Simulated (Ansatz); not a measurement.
Isolated molecules relaxed with PBE0-D4/def2-TZVP in Ansatz; ΔE leaves out vibrations. CCSD(T)/CBS is the MP2 limit (def2-TZVPP, def2-QZVPP) plus CCSD(T) − MP2 in def2-TZVPP, frozen cores. This one scheme is used for every species. Functionals use def2-TZVPP. B3LYP here is the variant with VWN-RPA as its local correlation; programs differ in this. Each species was taken in one conformer, which may not be the lowest.

`CC(C)[Si](Cl)(Cl)C(C)C` → `Cl[Si]Cl` + `CC(C)C(C)C`  (silylene formation by 1,1-elimination)

```csv
level,ΔE (kcal/mol),difference from CCSD(T)/CBS
PBE-D4,43.4,-1.9
r2SCAN-D4,47.9,2.6
PBE0-D4,47.4,2.1
B3LYP-D4,43.2,-2.1
ωB97X-V,47.9,2.6
ωB97M-V,44.0,-1.3
B2PLYP,40.6,-4.7
PBE,38.3,-7.0
r2SCAN,46.2,0.9
PBE0,42.7,-2.6
B3LYP,35.1,-10.2
HF/def2-TZVPP,38.5,-6.8
MP2/def2-TZVPP,49.4,4.1
SCS-MP2/def2-TZVPP,45.6,0.3
CCSD/def2-TZVPP,43.4,-1.9
CCSD(T)/def2-TZVPP,44.3,-1.0
HF/def2-QZVPP,38.3,-7.0
MP2/def2-QZVPP,49.8,4.5
SCS-MP2/def2-QZVPP,46.1,0.8
HF/CBS(def2),38.3,-7.0
MP2/CBS(def2),50.3,5.0
CCSD/CBS(def2),44.3,-1.0
CCSD(T)/CBS,45.3,0
```

Largest T1 diagnostic among the species: 0.013.

In def2-TZVPP, CCSD(T) changes the Hartree–Fock value by +5.8 kcal/mol (the triples alone add +0.9 kcal/mol) and MP2 by +10.9 kcal/mol. The D4 term adds +8.1 kcal/mol with B3LYP and +4.7 kcal/mol with PBE0; it sums over pairs of atoms, weighted by their polarisabilities, and B3LYP, whose exchange is more repulsive, gets the larger term.
